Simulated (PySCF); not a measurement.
**Two-component Hartree-Fock for Ce (cerium, neutral)**

Start: [Xe] 4f1 5d1 6s2; 4f5/2 filled at m_j = +5/2; 5d3/2 filled at m_j = +3/2. Calculated with PySCF 2.14 in x2c-TZVPPall-2c (11s11p10d4f2g, 140 functions): generalised Hartree-Fock with the X2C-1e Hamiltonian and a Gaussian nucleus; one run each with spin-orbit coupling (SO) switched off, then screened by Boettger's factors.

| spinor shell | electrons | ε, spin-free (eV) | ε, screened SO (eV) | weight of nominal j (screened SO) | rms radius, screened SO (bohr) |
| --- | --- | --- | --- | --- | --- |
| 1s1/2 | 2 | -40643.5 | -40637.8 | 1.000 | 0.0280 |
| 2s1/2 | 2 | -6617.7 | -6615.7 | 1.000 | 0.114 |
| 2p1/2 | 2 | -5920.0 | -6232.3 | 1.000 | 0.0979 |
| 2p3/2 | 4 | -5920.0 | -5782.0 | 1.000 | 0.104 |
| 3s1/2 | 2 | -1471.5 | -1470.7 | 1.000 | 0.296 |
| 3p1/2 | 2 | -1244.6 | -1307.3 | 1.000 | 0.288 |
| 3p3/2 | 4 | -1244.6 | -1216.2 | 1.000 | 0.301 |
| 3d3/2 | 4 | -922.13 | -933.36 | 1.000 | 0.272 |
| 3d5/2 | 6 | -922.13 | -913.66 | 1.000 | 0.276 |
| 4s1/2 | 2 | -317.47 | -317.04 | 1.000 | 0.676 |
| 4p1/2 | 2 | -240.50 | -254.28 | 0.998 | 0.700 |
| 4p3/2 | 4 | -240.50 | -233.90 | 0.999 | 0.727 |
| 4d3/2 | 4 | -126.38 | -129.12 | 0.977 | 0.796 |
| 4d5/2 | 6 | -126.38 | -123.99 | 0.985 | 0.805 |
| 5s1/2 | 2 | -50.488 | -50.240 | 1.000 | 1.63 |
| 5p1/2 | 2 | -28.792 | -31.354 | 0.967 | 1.84 |
| 5p3/2 | 4 | -28.792 | -27.323 | 0.983 | 1.91 |
| 4f5/2 | 1 | -14.192 | -14.119 | 1.000 | 1.22 |
| 5d3/2 | 1 | -6.647 | -6.759 | 0.999 | 3.09 |
| 6s1/2 | 2 | -5.111 | -5.126 | 0.782 | 4.65 |

```tsv
quantity	spin-free	screened SO
E (hartree)	-8854.55538	-8858.42525
M_J	4	4
⟨J²⟩	24.916	20.065
⟨L²⟩	32.312	30.177
⟨S²⟩	2.606	2.574
```

Each row is a mean over spinors that exchange with the open shell spreads, by up to 6.557 eV (4d3/2).

Rows whose weight is well below 1 are mixtures of j = l ± 1/2: exchange outweighs spin-orbit coupling there, and the label is only the starting occupation.

⟨J²⟩ departs a little from M_J(M_J + 1) because the unrestricted spinors polarise the closed shells.

Breit and QED terms are absent; they matter most for the inner s and p1/2 levels.

Densities and radii are taken from the X2C orbitals without a picture-change correction, which distorts them close to the nucleus.

Without spin-orbit coupling the j labels of p, d and f shells carry no meaning; the spin-free column gives the mean over the occupied spinors of each nl shell, and its ⟨J²⟩ belongs to a mixture of degenerate components.
